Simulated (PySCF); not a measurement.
BiI₃, SMILES [I][Bi]([I])[I].

Coordinates come from a B3LYP-D3(BJ)/def2-SVP optimisation. The isomer is the one that the SMILES or the coordinates give; other isomers of the formula were not compared. The def2 effective core potentials stand for the cores of Bi, I; spin–orbit coupling is left out.

Level of theory: IEF-PCM-M06-2X/def2-SVP (PySCF).

The values are the electrostatic part of the solvation free energy, E(continuum) − E(gas) at the gas-phase geometry, in a cavity of scaled van der Waals radii (PySCF's table); cavitation and dispersion terms are not included. A continuum can't describe solvent molecules that bind to the metal. In vacuum the orbital gap is 6.06 eV. The dipole moment in vacuum is 3.44 D.

Problem. Estimate the values in water (ε = 78.36), dichloromethane (ε = 8.93), chlorobenzene (ε = 5.70). (The exact figures need the calculation; the answer reports its results.)

Solution. 
```json
[
 {"solvent": "water", "ε": "78.36", "ΔG(elec) (kcal/mol)": "-8.7", "dipole (D)": "5.60", "gap (eV)": "6.34"},
 {"solvent": "dichloromethane", "ε": "8.93", "ΔG(elec) (kcal/mol)": "-7.1", "dipole (D)": "5.16", "gap (eV)": "6.30"},
 {"solvent": "chlorobenzene", "ε": "5.70", "ΔG(elec) (kcal/mol)": "-6.2", "dipole (D)": "4.93", "gap (eV)": "6.27"}
]
```
